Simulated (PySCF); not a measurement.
Species: C4H6OSi.
SMILES with atom numbers: `[OH:1][C:2]1=[CH:3][CH:4]=[CH:5][SiH2:6]1` (hydrogens: H7 on O1; H8 on C3; H9 on C4; H10 on C5; H11, H12 on Si6)

Theory: PBE/cc-pVDZ geometry optimisation, gas phase in PySCF.

(1) Give the optimised bond lengths and angles.

Answers

(1) 
```json
{"bond": "O1–C2", "length (Å)": "1.366", "order": "single"}
{"bond": "C2=C3", "length (Å)": "1.368", "order": "double"}
{"bond": "C3–C4", "length (Å)": "1.473", "order": "single"}
{"bond": "C4=C5", "length (Å)": "1.368", "order": "double"}
{"bond": "C5–Si6", "length (Å)": "1.873", "order": "single"}
{"bond": "C2–Si6", "length (Å)": "1.923", "order": "single"}
{"bond": "O1–H7", "length (Å)": "0.976", "order": "single"}
{"bond": "C3–H8", "length (Å)": "1.101", "order": "single"}
{"bond": "C4–H9", "length (Å)": "1.104", "order": "single"}
{"bond": "C5–H10", "length (Å)": "1.097", "order": "single"}
{"bond": "Si6–H11, Si6–H12", "length (Å)": "1.512", "order": "single"}
```

Bonds in one row agree within 0.01 Å and their mean is given. Orders are formal, as drawn. A selection of angles:
```json
{"angle": "C2–O1–H7", "degrees": "108.1"}
{"angle": "O1–C2–C3", "degrees": "122.3"}
{"angle": "O1–C2–Si6", "degrees": "131.1"}
{"angle": "C3–C2–Si6", "degrees": "106.6"}
{"angle": "C2–C3–C4", "degrees": "115.6"}
{"angle": "C2–C3–H8", "degrees": "122.8"}
{"angle": "C4–C3–H8", "degrees": "121.6"}
{"angle": "C3–C4–C5", "degrees": "119.4"}
{"angle": "C3–C4–H9", "degrees": "118.4"}
{"angle": "C5–C4–H9", "degrees": "122.1"}
{"angle": "C4–C5–Si6", "degrees": "106.0"}
{"angle": "C4–C5–H10", "degrees": "123.2"}
{"angle": "Si6–C5–H10", "degrees": "130.8"}
{"angle": "C5–Si6–H11", "degrees": "116.3"}
{"angle": "C2–Si6–C5", "degrees": "92.3"}
{"angle": "C2–Si6–H11", "degrees": "111.6"}
{"angle": "H11–Si6–H12", "degrees": "107.9"}
```

Dihedral angles: O1–C2–C3–C4 180° (antiperiplanar); C2–C3–C4–C5 0° (synperiplanar); C3–C4–C5–Si6 0° (synperiplanar); C4–C5–Si6–C2 0° (synperiplanar); O1–C2–Si6–C5 180° (antiperiplanar); H7–O1–C2–C3 180° (antiperiplanar).

The 3 C–C bonds span 1.368 Å (C2=C3, drawn double) to 1.473 Å (C3–C4, drawn single), a spread of 0.105 Å. O1 (enol oxygen) is bent (angle 108.1°). The C–Si distances run from 1.873 Å (C5–Si6, drawn single) to 1.923 Å (C2–Si6, drawn single), a spread of 0.050 Å. The 6 heavy atoms lie in one plane (0.000 Å rms). Si6 (SiH2 silicon) has angles from 92.3° to 116.3°. The 5-membered ring C2–C3–C4–C5–Si6 has internal angles of 92.3° to 119.4° (sum 540°, against 540° for a flat polygon); it is planar, 0.00 Å rms from its mean plane, widest ring torsion 0°.

Point group: Cs (tolerance 0.08 Å). No frequency check. The numbers are those of one conformer (H–O1–C2–C3 180°).

The run took 24 s wall on Intel Xeon 6975P-C, one thread, shared host, and the process peaked at 0.53 GiB of memory. That covers the optimisation of the geometry.
